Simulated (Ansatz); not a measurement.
Cost and result up the ladder for In2Te3 (5 atoms). Charge 0, multiplicity 1. Geometry: r2SCAN-D4/def2-SVP.

Cartesian coordinates in Å:
```
In -0.608 1.118 -2.073
In 0.385 -2.054 1.244
Te -2.009 -0.182 0.427
Te 0.296 1.243 1.100
Te 1.936 -0.125 -0.699
```

Ansatz on 4 threads of Arm Neoverse V2 on a shared host. Times are rough, and most runs start from the orbitals of an earlier one. PBE0-D4/def2-TZVPD serves as the yardstick here, not as an exact answer. Differences are given only for rows in sets of like size (and for xTB, whose basis is part of the method), since another set adds its own error. Binding counts from free atoms at the same level (In doublet, Te triplet; other spins of the atoms weren't run), without zero-point energy or a counterpoise term.

In the def2 sets In, Te take a core potential; there is no spin–orbit coupling. LC-ωPBE has ω = 0.4 bohr⁻¹. Correlated methods freeze 20 core orbitals; core or outer-core shells of In, Te are correlated, in sets that lack core-valence functions. The rows differ in basis, and correlated rows in double-zeta sets carry the largest basis error. The structure comes from a short search, and lower isomers may exist.

Correlated methods converge slowly with the basis, most of all in double-zeta sets.

```csv
level,functions,wall time,binding energy per atom (eV),difference from PBE0-D4/def2-TZVPD (eV)
PBE-D4/def2-SVP,130,2.1 s,2.27,–
PBE0-D4/def2-SVP,130,4.1 s,2.14,–
PBE-D4/def2-TZVP,250,4.9 s,2.29,0.12
PBE-D4/def2-TZVPD,289,8 s,2.29,0.12
LC-ωPBE/def2-TZVP,250,8 s,1.88,-0.29
PBE0-D4/def2-TZVP,250,12 s,2.17,0.00
r2SCAN-D4/def2-TZVP (with forces),250,13 s,2.13,-0.04
MP2/def2-TZVP,250,14 s,2.20,0.03
r2SCAN-D4/def2-TZVPD,289,14 s,2.13,-0.04
PBE0-D4/def2-TZVPD,289,15 s,2.17,0.00
PBE-QIDH/def2-TZVP,250,19 s,2.12,-0.05
RPA@PBE/def2-TZVP,250,20 s,1.86,-0.31
CCSD(T)/def2-SVP,130,20 s,1.77,–
```
